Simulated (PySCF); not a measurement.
Si(H)(F)(vinyl)(OH) (C₂H₅FOSi), SMILES O[SiH](F)C=C.

The structure is a stationary point at PBE0-D3(BJ)/def2-SVP. The structure was generated by enumeration, and PubChem lists no compound with its InChIKey, so it may never have been made. The values are those of a single conformer.

Method: PBE0-D3(BJ)/def2-SVP (PySCF).

Frequencies are harmonic and unscaled.

```csv
mode,ν (cm⁻¹),IR (km/mol),moving atoms (share of kinetic energy)
1,93,0.7,"C 43 %, H 32 %, O 18 %"
2,169,1.9,"F 38 %, C 30 %, H 19 %"
3,220,16.1,"H 52 %, C 18 %, O 13 %, F 11 %"
4,303,45.0,"H 55 %, Si 15 %, F 13 %, O 13 %"
5,342,100.9,"O 35 %, H 30 %, F 21 %, Si 10 %"
6,414,14.4,"C 35 %, Si 26 %, H 22 %, F 13 %"
7,539,60.7,"H 58 %, C 32 %"
8,675,23.7,"C 45 %, H 27 %, Si 18 %"
9,782,44.8,"H 70 %, O 20 %"
10,831,40.0,"H 70 %, F 22 %"
11,881,339.1,"H 49 %, Si 29 %, F 12 %"
12,894,96.3,"H 66 %, Si 13 %, O 13 %"
13,955,164.2,"Si 44 %, O 30 %, H 15 %, F 11 %"
14,1010,38.3,"H 76 %, C 15 %"
15,1014,29.8,"H 72 %, C 27 %"
16,1046,16.4,H 93 %
17,1275,4.2,"H 71 %, C 28 %"
18,1417,22.2,"H 85 %, C 15 %"
19,1686,17.1,"C 87 %, H 13 %"
20,2311,130.8,H 97 %
21,3143,9.8,H 95 %
22,3163,2.1,"H 92 %, C 8 %"
23,3245,2.7,"H 89 %, C 11 %"
24,3930,102.2,H 94 %
```
